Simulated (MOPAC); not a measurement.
Job for MOPAC: PM7 on C3H2O2 (a complex).

```
PM7 1SCF PRECISE CHARGE=0 THREADS=1
C3H2O2

C     -0.62497914 1    -0.19020078 1    -0.08033622 1
C      0.52170081 1     0.15034044 1    -0.12776800 1
H     -1.64276697 1    -0.49245405 1    -0.03192352 1
H      1.53995539 1     0.45277631 1    -0.16360268 1
O      1.17883213 1     0.35812892 1     3.09108842 1
C      0.06816008 1     0.02709376 1     3.12769912 1
O     -1.04182795 1    -0.30367327 1     3.18251101 1
```

Program output:

```
*******************************************************************************
 **                                                                           **
 **                              MOPAC v23.2.5                                **
 **                                                                           **
 *******************************************************************************
 ** MOPAC's Digital Object Identifier: https://doi.org/10.5281/zenodo.6511958 **
 **                                                                           **
 ** Please cite the open-source release paper for use of this MOPAC version:  **
 ** J. E. Moussa and J. J. P. Stewart (2026)                                  **
 ** MOPAC: An open-source semiempirical molecular orbital program             **
 ** J. Open Source Softw., 11(119), 8025, https://doi.org/10.21105/joss.08025 **
 *******************************************************************************

                              PM7 CALCULATION RESULTS

 *******************************************************************************
 *  PM7        - The PM7 Hamiltonian to be used
 *
 *
 *
 *                 CHARGE ON SYSTEM = 0
 *
 *
 *
 *  PRECISE    - TIGHTER CRITERIA TO BE USED
 *  1SCF       - DO 1 SCF AND THEN STOP
 *  THREADS=1  - MULTI-THREADING NOT USED
 *  T=         - A TIME OF 172800.0 SECONDS REQUESTED
 *  DUMP=N     - RESTART FILE WRITTEN EVERY 7200.0 SECONDS REQUESTED
 *******************************************************************************
PM7 1SCF PRECISE CHARGE=0 THREADS=1
 C3H2O2

   ATOM   CHEMICAL          X               Y               Z
  NUMBER   SYMBOL      (ANGSTROMS)     (ANGSTROMS)     (ANGSTROMS)

     1       C         -0.62497914  *  -0.19020078  *  -0.08033622  *
     2       C          0.52170081  *   0.15034044  *  -0.12776800  *
     3       H         -1.64276697  *  -0.49245405  *  -0.03192352  *
     4       H          1.53995539  *   0.45277631  *  -0.16360268  *
     5       O          1.17883213  *   0.35812892  *   3.09108842  *
     6       C          0.06816008  *   0.02709376  *   3.12769912  *
     7       O         -1.04182795  *  -0.30367327  *   3.18251101  *



          CARTESIAN COORDINATES

    NO.       ATOM           X           Y           Z

     1         C         -0.6250     -0.1902     -0.0803
     2         C          0.5217      0.1503     -0.1278
     3         H         -1.6428     -0.4925     -0.0319
     4         H          1.5400      0.4528     -0.1636
     5         O          1.1788      0.3581      3.0911
     6         C          0.0682      0.0271      3.1277
     7         O         -1.0418     -0.3037      3.1825

 General Reference for PM7:
 "Optimization of Parameters for Semiempirical Methods VI: More Modifications to the
 NDDO Approximations and Re-optimization of Parameters", J. J. P. Stewart, J. Mol. Mod., 1:32, 19 (2013)
 https://link.springer.com/article/10.1007/s00894-012-1667-x

           Empirical Formula: C3 H2 O2  =     7 atoms



      MOLECULAR POINT GROUP   :   C2v


      RHF CALCULATION, NO. OF DOUBLY OCCUPIED LEVELS = 13


 -------------------------------------------------------------------------------
 PM7 1SCF PRECISE CHARGE=0 THREADS=1
 C3H2O2



     1SCF WAS SPECIFIED, SO BFGS WAS NOT USED
     SCF FIELD WAS ACHIEVED


                              PM7 CALCULATION
                                                       MOPAC v23.2.5 Linux




          FINAL HEAT OF FORMATION =        -27.00943 KCAL/MOL =    -113.00745 KJ/MOL


          COSMO AREA              =        113.80 SQUARE ANGSTROMS
          COSMO VOLUME            =         98.09 CUBIC ANGSTROMS

          IONIZATION POTENTIAL    =         11.784229 EV
          HOMO LUMO ENERGIES (EV) =        -11.784  0.669
          NO. OF FILLED LEVELS    =         13
          MOLECULAR WEIGHT        =         70.0476         POINT GROUP:  C2v

          MOLECULAR DIMENSIONS (Angstroms)

            Atom       Atom       Distance
            O     5    H     3     4.29396
            O     7    H     4     4.25316
            O     5    H     4     0.00129


          SCF CALCULATIONS        =          1





   ATOM   CHEMICAL          X               Y               Z
  NUMBER   SYMBOL      (ANGSTROMS)     (ANGSTROMS)     (ANGSTROMS)

     1       C         -0.62497914  *  -0.19020078  *  -0.08033622  *
     2       C          0.52170081  *   0.15034044  *  -0.12776800  *
     3       H         -1.64276697  *  -0.49245405  *  -0.03192352  *
     4       H          1.53995539  *   0.45277631  *  -0.16360268  *
     5       O          1.17883213  *   0.35812892  *   3.09108842  *
     6       C          0.06816008  *   0.02709376  *   3.12769912  *
     7       O         -1.04182795  *  -0.30367327  *   3.18251101  *

                             CARTESIAN COORDINATES

   1    C       -0.624979140    -0.190200780    -0.080336220
   2    C        0.521700810     0.150340440    -0.127768000
   3    H       -1.642766970    -0.492454050    -0.031923520
   4    H        1.539955390     0.452776310    -0.163602680
   5    O        1.178832130     0.358128920     3.091088420
   6    C        0.068160080     0.027093760     3.127699120
   7    O       -1.041827950    -0.303673270     3.182511010


           Empirical Formula: C3 H2 O2  =     7 atoms



      MOLECULAR POINT GROUP   :   C2v


                  EIGENVALUES
 -34.30887 -32.83271 -26.46487 -20.95557 -19.53721 -17.44191 -17.43863 -16.10646
 -15.68678 -12.75348 -12.75012 -11.79448 -11.78423   0.66926   0.67849   1.45708
   1.46460   1.48025   4.78267   5.12294   6.10885   6.86087


              NET ATOMIC CHARGES AND DIPOLE CONTRIBUTIONS

  ATOM NO.   TYPE          CHARGE      No. of ELECS.   s-Pop       p-Pop
    1          C          -0.194208        4.1942     1.14798     3.04623
    2          C          -0.194236        4.1942     1.14797     3.04626
    3          H           0.194549        0.8055     0.80545
    4          H           0.194547        0.8055     0.80545
    5          O          -0.328504        6.3285     1.87126     4.45724
    6          C           0.656347        3.3437     1.09909     2.24457
    7          O          -0.328495        6.3285     1.87125     4.45724
 DIPOLE           X         Y         Z       TOTAL
 POINT-CHG.    -0.001    -0.000    -0.027     0.027
 HYBRID        -0.001    -0.000    -0.016     0.016
 SUM           -0.002    -0.001    -0.043     0.043


          ATOMIC ORBITAL ELECTRON POPULATIONS

     Atom    s        px        py        pz
    1  C   1.14798   1.04258   1.00374   0.99990
    2  C   1.14797   1.04279   1.00378   0.99969
    3  H   0.80545
    4  H   0.80545
    5  O   1.87126   1.21607   1.60154   1.63964
    6  C   1.09909   0.79554   0.72832   0.72071
    7  O   1.87125   1.21699   1.60164   1.63861

 **********************
 *                    *
 * JOB ENDED NORMALLY *
 *                    *
 **********************




 == MOPAC DONE ==
```

The run finished.

Cost: around 0.04 core-seconds (rough).
